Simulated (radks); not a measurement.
Results of a calculation; reference values are marked as such.
Polarisability of the magnesium ion Mg3+, [He] 2s2 2p5, at imaginary frequency. Code: a radial shooting solver on a logarithmic mesh with Libxc functionals. Model: scalar-relativistic Kohn-Sham, exchange-only LDA, spin-polarised, spherical densities, finite nucleus; open shells are filled with parallel spins first; Fermi nuclear charge, rms radius 3.057 fm. Response by self-consistent Sternheimer equations with the Hartree and adiabatic exchange-only LDA kernel, the relativistic mass of each level held fixed and spin-orbit coupling left out.

w (hartree)  alpha1(iw) (bohr^3)
0.00266                   0.3668
0.0143                    0.3668
0.0360                    0.3667
0.0697                    0.3665
0.118                     0.3660
0.186                     0.3648
0.280                     0.3624
0.413                     0.3576
0.605                     0.3483
0.892                     0.3313
1.35                      0.3014
2.12                      0.2512
3.59                      0.1746
6.94                     0.08409
17.5                     0.01997

Static values: alpha1 = 0.3668 bohr^3 (0.05435 angstrom^3; uncoupled 0.4333). C6 = 0.3421, triple-dipole C9 = 0.08853 atomic units. One-pole (London) frequency 4 C6 / (3 alpha1^2) = 3.391 hartree, against 3.404 for minus the highest occupied eigenvalue.
